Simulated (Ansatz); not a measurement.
Calculated with Ansatz (gas phase, PBE0-D4/def2-TZVP geometries, no zero-point term in ΔE). CBS: MP2 limit from def2 TZ/QZ plus the TZ coupled-cluster correction, frozen cores. Elements past krypton have def2 core potentials. For In outer-core shells are correlated without core-valence functions, which leaves a few kJ/mol of doubt a bond. Each species was taken in one conformer, which may not be the lowest.

Consider the redistribution: `[NH2][In]([SH])[O][SiH3]` + `[SiH3]OBS` → `[SiH3][O][In]([SH])[O][SiH3]` + `NBS`.

```json
{"level": "MP2/CBS(def2)", "ΔE (eV)": "-0.29"}
{"level": "CCSD/CBS(def2)", "ΔE (eV)": "-0.29"}
```

**Question.** What does CCSD(T)/CBS give? (Best estimate.)

**Answer.** Ansatz gave: -0.29 eV. The listed levels differ from it by 0.00, 0.00 eV.

Largest T1 diagnostic among the species: 0.015.
